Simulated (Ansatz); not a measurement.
Start from `F[Si]N([SiH3])[SiH3]` and change one atom or group to get `F[SiH2]N([SiH3])[SiH3]`.

Ansatz, PBE0-D4/def2-TZVP geometries, multiplicity 1. Each molecule was computed in one conformer, which needn't be the lowest.

```csv
property,`F[Si]N([SiH3])[SiH3]`
LUMO energy (PBE/def2-TZVPP) / eV,-2.52
size of the dipole moment (B3LYP/def2-TZVPP) / D,1.26
HOMO–LUMO gap (PBE/def2-TZVPP) / eV,3.75
HOMO–LUMO gap (ωB97M-V/def2-TZVPP) / eV,9.81
HOMO energy (PBE0/def2-TZVPP) / eV,-7.39
HOMO energy (ωB97M-V/def2-TZVPP) / eV,-9.55
```

Give the same properties after the change, and the shifts. (Best estimate.)

Ansatz gave: 
| property | `F[SiH2]N([SiH3])[SiH3]` | shift |
| --- | --- | --- |
| LUMO energy (PBE/def2-TZVPP) / eV | -1.19 | 1.33 |
| size of the dipole moment (B3LYP/def2-TZVPP) / D | 1.32 | 0.06 |
| HOMO–LUMO gap (PBE/def2-TZVPP) / eV | 5.63 | 1.88 |
| HOMO–LUMO gap (ωB97M-V/def2-TZVPP) / eV | 11.80 | 1.99 |
| HOMO energy (PBE0/def2-TZVPP) / eV | -8.13 | -0.74 |
| HOMO energy (ωB97M-V/def2-TZVPP) / eV | -10.39 | -0.84 |

With PBE0 the HOMO falls by 0.74 eV and the LUMO rises by 1.37 eV, so the gap widens by about 2.11 eV. PBE moves the HOMO by -0.55 eV and ωB97M-V by -0.84 eV. The zero-point energy changes by 46.5 kJ/mol with +6 modes. Dipoles are sizes alone; their direction can turn.

B3LYP here is the variant with VWN-RPA as its local correlation; programs differ in this.
